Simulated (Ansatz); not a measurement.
Pd₂O₂⁻, relaxed as a doublet with UKS r2SCAN-D4/def2-TZVPD in Ansatz, starting from the GFN1-xTB geometry. Force threshold 0.02 eV/Å.

In the def2 sets Pd takes a core potential; there is no spin–orbit coupling. The structure holds one bond between oxygen atoms, so isomers without such links may lie far lower. The charge -1 doublet is spin-contaminated (final ⟨S²⟩ up to 0.88, 0.75 for a pure state). The highest occupied level of the charge -1 doublet lies above zero (up to 0.39 eV). The electron is either unbound and held by the finite basis, or the level is raised by self-interaction error. Another isomer (doublet) lies 1.03 eV lower at PBE0-D4/def2-TZVPD; other spin states weren't run for this one.

Start:

```xyz
4

Pd    0.254    1.772    0.968
Pd   -0.250   -1.773   -0.969
O     0.163   -0.364    0.624
O    -0.167    0.364   -0.624
```

Question: Estimate the energy that the relaxation releases and the steps that it takes.

Answer: 63.8 kJ/mol, in 15 steps; 3.4 min on 2 threads of Arm Neoverse V2 on a shared host. No frequencies were taken in this run, so the end may be a saddle point.

Question: Does the start keep its bonding and symmetry?

Answer: Bonds lost: Pd1–O4, Pd2–O3 (atoms count from 1). Point group D2h at the start, C2h at the end, both within 0.05 Å.

Question: Predict the relaxed structure.

Answer: 
```xyz
4

Pd    0.323    1.914    1.238
Pd   -0.321   -1.917   -1.235
O     0.171    0.077    0.650
O    -0.173   -0.075   -0.652
```
Bond lengths (bridged metal pairs left out): 2 × O–Pd 1.93 to 1.94 Å; 1 × O–O 1.36 Å.
